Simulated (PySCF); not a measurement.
Geometries of 4 isomers of C3H5ClOSi, from PBE0-D3(BJ)/def2-SVP geometry optimisation, gas phase (PySCF). One conformer each, no zero-point energy, no frequencies.

Task: Which is lowest in electronic energy at this level?
A.
```xyz
11
angstrom
C     -1.498   -0.593    0.432
C     -0.197    0.029    0.086
C      0.126    1.311   -0.209
Cl    -0.878    2.697   -0.315
O      1.450    1.487   -0.463
Si     1.611   -0.235   -0.176
H     -1.766   -1.401   -0.266
H     -1.485   -1.030    1.444
H     -2.301    0.159    0.400
H      2.510   -0.510    0.977
H      2.098   -0.932   -1.397
```
B.
```xyz
11
angstrom
C     -0.606   -0.745    1.262
C     -0.308   -0.043    0.159
C     -1.362    0.697   -0.558
O     -1.134    1.353   -1.547
Si     1.404    0.110   -0.608
Cl     2.680   -1.045    0.556
H     -1.633   -0.783    1.647
H      0.158   -1.302    1.814
H     -2.399    0.619   -0.139
H      1.893    1.513   -0.573
H      1.423   -0.434   -1.990
```
C.
```xyz
11
angstrom
O      1.848    0.662   -0.994
C      1.652   -0.297   -0.287
Si    -0.101   -0.550    0.429
C     -1.441    0.263   -0.592
C     -1.010    1.083    0.608
Cl    -2.191    1.358    1.888
H      2.488   -1.008   -0.049
H     -0.408   -1.689    1.326
H     -2.444   -0.173   -0.541
H     -1.175    0.666   -1.576
H     -0.434    1.989    0.387
```
D.
```xyz
11
angstrom
O      2.310    0.072    0.553
Si     0.955   -0.154   -0.378
C     -0.582   -1.047    0.310
C     -1.321    0.233   -0.028
C     -0.403    1.129   -0.453
Cl    -0.672    2.748   -0.948
H      2.183    0.457    1.425
H      1.486   -0.641   -1.678
H     -0.568   -1.274    1.389
H     -0.943   -1.941   -0.224
H     -2.406    0.386    0.042
```

Result: B. That is `C=C(C=O)[SiH2]Cl`, 6.5 kcal/mol below the next.

```csv
SMILES,atoms numbered as above,E (Eh),relative (kcal/mol),relative (kJ/mol),dipole (D)
C=C(C=O)[SiH2]Cl,[CH2:1]=[C:2]([CH:3]=[O:4])[SiH2:5][Cl:6],-941.39948,0.0,0.0,2.48
O[Si@H]1CC=C1Cl,[OH:1][Si@H:2]1[CH2:3][CH:4]=[C:5]1[Cl:6],-941.38912,6.5,27.2,2.04
CC1=C(Cl)O[SiH2]1,[CH3:1][C:2]1=[C:3]([Cl:4])[O:5][SiH2:6]1,-941.36794,19.8,82.8,2.30
O=C[Si@@H]1C[C@H]1Cl,[O:1]=[CH:2][Si@@H:3]1[CH2:4][C@H:5]1[Cl:6],-941.31430,53.5,223.6,2.03
```

As drawn, the lowest has a C=C bond outside aromatic rings, which the highest lacks; the highest has a three-membered ring, which the lowest lacks.
